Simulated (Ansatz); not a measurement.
Reaction (formal exchange of groups at the Si–C bond): `N[SiH2]C[SiH3]` + `[SiH3][CH2][InH2]` → `[SiH3][SiH2][CH2][InH2]` + `C[SiH2]N`

Gas-phase electronic energies from Ansatz, PBE0-D4/def2-TZVP geometries. CCSD(T)/CBS adds triple-zeta CCSD(T) − MP2 to the extrapolated MP2 energy (def2 sets, frozen cores). Functionals use def2-TZVPP. B3LYP here is the variant with VWN-RPA as its local correlation; programs differ in this. Elements past krypton have def2 core potentials. For In outer-core shells are correlated without core-valence functions, which leaves a few kJ/mol of doubt a bond. Each species was taken in one conformer, which may not be the lowest.

Is it downhill or uphill in electronic energy at CCSD(T)/CBS, and by how much? (Best estimate.)

The calculation gave: Downhill: ΔE = -5.4 kJ/mol.

What do these levels give: LDA (SPW92), revPBE-D4, r2SCAN-D4, B3LYP-D4, r2SCAN0-D4, B2PLYP, r2SCAN0, RPA@PBE/def2-TZVPP, CCSD(T)/def2-SVP, CCSD(T)/def2-TZVPP, HF/CBS(def2), CCSD/CBS(def2)? (Estimate.)

Ansatz gave: LDA (SPW92) -19.2, revPBE-D4 -11.3, r2SCAN-D4 -7.7, B3LYP-D4 -2.9, r2SCAN0-D4 -5.0, B2PLYP 2.8, r2SCAN0 -4.2, RPA@PBE/def2-TZVPP 2.8, CCSD(T)/def2-SVP 2.8, CCSD(T)/def2-TZVPP -0.5, HF/CBS(def2) 18.6, CCSD/CBS(def2) -2.6 kJ/mol.

Largest T1 diagnostic among the species: 0.014.

Leaving LDA and LC-ωPBE aside and taking each functional with its dispersion term where it has one, the values, not all of them listed here, spread over 18.1 kJ/mol, from PBE-D4 to B2PLYP. LDA lies −6.5 kJ/mol from PBE without D4. The D4 term adds −4.4 kJ/mol with B3LYP and −2.4 kJ/mol with PBE0; it sums over pairs of atoms, weighted by their polarisabilities, and B3LYP, whose exchange is more repulsive, gets the larger term.
